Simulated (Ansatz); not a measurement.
BrH$_{3}$Sn (`[Br][SnH3]`). Total charge 0; spin multiplicity 1. Sn: def2 effective core potential.

```xyz
5

Br   -1.590   -0.257    1.606
Sn    0.146    0.024   -0.147
H     1.643    0.041    0.658
H    -0.189    1.499   -0.922
H    -0.009   -1.307   -1.195
```

**Question.** List the harmonic frequencies (cm⁻¹, unscaled) at PBE0-D4/def2-TZVP in Ansatz. (Best estimate.)

**Answer.** Ansatz gave: 258, 472, 472, 693, 706, 706, 1969, 1977, 1977.

**Question.** Is this a minimum?

**Answer.** Yes, all 9 modes are real.

**Question.** Give the ideal-gas thermochemistry at 298.15 K and 1 bar (rigid rotor, harmonic oscillator; point group C3v, symmetry number 3).

**Answer.** Zero-point energy 55.2 kJ/mol; H(298) − E = 68.5 kJ/mol; entropy 287.6 J/(mol·K), of which translation 175.0, rotation 95.6, vibration 17.0; G(298) − E = -17.2 kJ/mol.
